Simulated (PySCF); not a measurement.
PySCF 2.14 output of an unrestricted PBE0 calculation on a single atom or ion in aug-cc-pVTZ-PP with one added diffuse shell each of s, p, d, f, g type with ECP60MDF (7s7p6d4f3g, 113 functions), with a scalar-relativistic core potential:

```
SCF conv_tol = 1e-09
number electrons alpha = 8  beta = 5
    C. Adamo and V. Barone.,  J. Chem. Phys. 110, 6158 (1999)
    M. Ernzerhof and G. E. Scuseria.,  J. Chem. Phys. 110, 5029 (1999)
cycle= 1 E= -66.9235945558759  delta_E= -0.00546  |g|= 0.0161  |ddm|= 0.12
cycle= 2 E= -66.9237460537442  delta_E= -0.000151  |g|= 0.00727  |ddm|= 0.0264
cycle= 3 E= -66.9237666872885  delta_E= -2.06e-05  |g|= 0.00068  |ddm|= 0.0106
cycle= 4 E= -66.9237671765749  delta_E= -4.89e-07  |g|= 3.2e-05  |ddm|= 0.00175
cycle= 5 E= -66.9237671777572  delta_E= -1.18e-09  |g|= 9.26e-07  |ddm|= 9.86e-05
cycle= 6 E= -66.9237671777587  delta_E= -1.59e-12  |g|= 7.13e-08  |ddm|= 3.03e-06
converged SCF energy = -66.9237671777587  <S^2> = 3.7546866  2S+1 = 4.0023426
```

The run itself started from symmetry-adapted Hartree-Fock orbitals and held the occupation by maximum overlap, on a logarithmic radial grid, so the iterations belong to that start.

Question: Which element, charge and spin multiplicity is this?

Answer: W+ (tungsten, charge +1), multiplicity 4; the state was [Xe] 4f14 5d3 6s2, high-spin 4F determinant (an excited configuration).

Energies and moments cover only the electrons outside the core potential. Spin-orbit coupling, absent here, splits the open shell strongly.
